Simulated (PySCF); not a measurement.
Pb(Cl)2 cation (Cl2Pb), SMILES [Pb]([Cl])[Cl] (connectivity only; charge and spin as stated), charge +1, multiplicity 2.

The structure is a stationary point at B3LYP-D3(BJ)/def2-TZVP. The multiplicity is an assumed one; other spin states were not compared. The isomer is the one that the SMILES or the coordinates give; other isomers of the formula were not compared. The def2 effective core potentials stand for the cores of Pb; spin–orbit coupling is left out.

These are TDA-PBE/def2-SVPD in PySCF 2.14.0 values and carry that method's errors.

Vertical excitations. Isolated molecule, no solvent.

Computed lowest excited states:
```json
[
 {"state": "root 1", "energy (eV)": "1.21", "λ (nm)": "1029", "f": "0.000", "main pairs": "β HOMO→LUMO 100 %"},
 {"state": "root 2", "energy (eV)": "2.07", "λ (nm)": "600", "f": "0.002", "main pairs": "β HOMO−1→LUMO 93 %"},
 {"state": "root 3", "energy (eV)": "2.07", "λ (nm)": "598", "f": "0.000", "main pairs": "β HOMO−2→LUMO 99 %"},
 {"state": "root 4", "energy (eV)": "2.32", "λ (nm)": "535", "f": "0.000", "main pairs": "β HOMO−3→LUMO 99 %"},
 {"state": "root 5", "energy (eV)": "3.32", "λ (nm)": "374", "f": "0.000", "main pairs": "α HOMO→LUMO 99 %"},
 {"state": "root 6", "energy (eV)": "3.33", "λ (nm)": "372", "f": "0.010", "main pairs": "β HOMO→LUMO+1 75 %, β HOMO−4→LUMO 23 %"},
 {"state": "root 7", "energy (eV)": "3.48", "λ (nm)": "356", "f": "0.012", "main pairs": "α HOMO−1→LUMO 73 %, β HOMO−4→LUMO 16 %, β HOMO→LUMO+1 9 %"},
 {"state": "root 8", "energy (eV)": "4.11", "λ (nm)": "302", "f": "0.000", "main pairs": "α HOMO−2→LUMO 24 %, β HOMO−1→LUMO+1 74 %"},
 {"state": "root 9", "energy (eV)": "4.24", "λ (nm)": "293", "f": "0.001", "main pairs": "α HOMO−3→LUMO 33 %, β HOMO−2→LUMO+1 66 %"},
 {"state": "root 10", "energy (eV)": "4.40", "λ (nm)": "282", "f": "0.077", "main pairs": "α HOMO−1→LUMO 23 %, α HOMO−2→LUMO+1 8 %, β HOMO−4→LUMO 33 %, β HOMO→LUMO+1 12 %, β HOMO−1→LUMO+2 11 %"}
]
```
Unrestricted roots are not spin-pure.
